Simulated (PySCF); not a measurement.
CHO₂, SMILES O=[C]O, multiplicity 2. Geometry: PBE0-D3(BJ)/def2-TZVP. The isomer is the one that the SMILES or the coordinates give; other isomers of the formula were not compared. The values are those of a single conformer.

All values below come from PBE0-D3(BJ)/def2-TZVP in PySCF.

Harmonic wavenumbers (cm⁻¹): 606, 607, 1108, 1308, 1910, 3628. Rotational constants (GHz): 144.8, 11.89, 10.99; symmetry number 1.

**Question.** Work out the zero-point energy and the ideal-gas rigid-rotor harmonic-oscillator thermochemistry at 298.15 K and 1 atm.

**Answer.** ZPE = ½ Σ hcν = ½ × 9167 cm⁻¹ = 54.83 kJ/mol. H − E(el) = 65.66 kJ/mol. Entropy in J/(mol K): translation 156.23, rotation 85.22, vibration 4.04, spin 5.76, total 251.25. G − E(el) = -9.25 kJ/mol. Cp = 43.59 J/(mol K).
